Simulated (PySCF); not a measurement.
## Fe: excitation energy

Fe [Ar] 3d6 4s2 (5D) → Fe [Ar] 3d7 4s1 (5F), as a difference of total energies. All numbers are calculated (PySCF 2.14, scalar relativity by spin-free X2C-1e, in aug-cc-pVDZ-DK (7s6p4d2f, 59 functions)). Correlated levels: valence: [Ar] frozen. The calculations carry no spin-orbit coupling.

```
           method  excitation energy (eV)
              UHF                   2.099
    MP2 (valence)                   0.899
SCS-MP2 (valence)                   1.050
   CCSD (valence)                   1.362
CCSD(T) (valence)                   1.291
```

Problem. How much does correlation contribute at CCSD(T) (valence)?

Solution. 1.291 − (2.099) = -0.808 eV, measured against UHF.

Errors of the correlated levels include the incompleteness of this basis and the frozen core.

For comparison: 0.875 eV (measured; NIST levels, between the centres of gravity of the two terms).
